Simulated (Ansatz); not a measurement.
**Two structures, one formula**

The two ends of one reaction step of AlN2H9O3, singlet (PBE0-D4/def2-TZVP).

A:

```xyz
15
angstrom
Al -0.5564 -0.1795 -1.0213
O -0.5349 -1.1682 0.6037
O 0.0539 -1.5189 -1.9339
O -2.1349 0.4486 -1.2740
H 0.9456 0.9431 1.2813
N 0.5865 1.2161 -0.6735
H 0.0321 -0.6886 1.3455
N 0.8507 0.3510 2.1262
H -0.1786 -2.0429 0.4162
H 0.0187 -1.5471 -2.8868
H -2.8968 -0.1222 -1.3414
H 1.4888 1.1911 -1.1301
H 0.1971 2.1362 -0.8340
H 1.7694 0.1143 2.4776
H 0.3588 0.8669 2.8446
```

B:

Al1  (-0.556, -0.499, -0.977)
O2  (-0.468, -1.436, 0.489)
O3  (0.179, -1.308, -2.312)
O4  (-1.987, 0.427, -1.243)
H5  (0.835, 1.050, 0.453)
N6  (0.654, 1.020, -0.571)
H7  (0.335, -0.338, 1.962)
N8  (0.797, 0.523, 2.268)
H9  (-0.290, -2.370, 0.395)
H10  (-0.205, -1.238, -3.183)
H11  (-2.857, 0.079, -1.062)
H12  (1.537, 0.942, -1.062)
H13  (0.208, 1.887, -0.852)
H14  (1.637, 0.270, 2.773)
H15  (0.182, 0.992, 2.921)
(Å)

Ansatz 0.2.0; basis: def2-TZVPP; cores frozen in the correlated methods. B3LYP uses VWN-RPA correlation.

**Question.** Which structure is lower at CCSD(T), and by how much? (To be estimated.)

**Answer.** The calculation gives: B, by 0.725 eV (electronic energy, against the other). By their contacts, A is a complex of AlNH₆O₃ ([NH2][Al]([OH])([OH])[OH2]) + NH₃ and B is a complex of AlNH₆O₃ ([NH3][Al]([OH])([OH])[OH]) + NH₃.

All methods give the same order:

```json
{"method": "SPW92", "E(B) − E(A) (eV)": "-0.456"}
{"method": "PBE-D4", "E(B) − E(A) (eV)": "-0.608"}
{"method": "BLYP-D4", "E(B) − E(A) (eV)": "-0.671"}
{"method": "r2SCAN-D4", "E(B) − E(A) (eV)": "-0.650"}
{"method": "B97M-V", "E(B) − E(A) (eV)": "-0.739"}
{"method": "PBE0-D4", "E(B) − E(A) (eV)": "-0.655"}
{"method": "B3LYP-D4", "E(B) − E(A) (eV)": "-0.701"}
{"method": "r2SCAN0-D4", "E(B) − E(A) (eV)": "-0.679"}
{"method": "BHLYP-D4", "E(B) − E(A) (eV)": "-0.761"}
{"method": "CAM-B3LYP-D4", "E(B) − E(A) (eV)": "-0.699"}
{"method": "wB97X-V", "E(B) − E(A) (eV)": "-0.715"}
{"method": "wB97M-V", "E(B) − E(A) (eV)": "-0.699"}
{"method": "B2PLYP", "E(B) − E(A) (eV)": "-0.722"}
{"method": "PBE-QIDH", "E(B) − E(A) (eV)": "-0.697"}
{"method": "RPA on PBE", "E(B) − E(A) (eV)": "-0.728"}
{"method": "HF", "E(B) − E(A) (eV)": "-0.921"}
{"method": "MP2", "E(B) − E(A) (eV)": "-0.708"}
{"method": "CCSD", "E(B) − E(A) (eV)": "-0.759"}
{"method": "CCSD(T)", "E(B) − E(A) (eV)": "-0.725"}
```

No T1 diagnostic of these runs exceeds 0.011.

Labels in which every atom is bracketed show which atoms are joined, not bond orders.

For scale, one of the runs: CCSD(T)/def2-TZVPP, 323 basis functions, launched by `ansatz run in.yaml --threads 4 --pin off --events-out ev --progress --plain --max-ram 66560MiB --backend cuda --devices 0, --max-vram 37GiB`. Time: 14 s of wall clock on 4 CPU threads of an AMD EPYC 7R13 and a share of one NVIDIA H100; the host was shared. Peak host memory: 0.85 GiB.
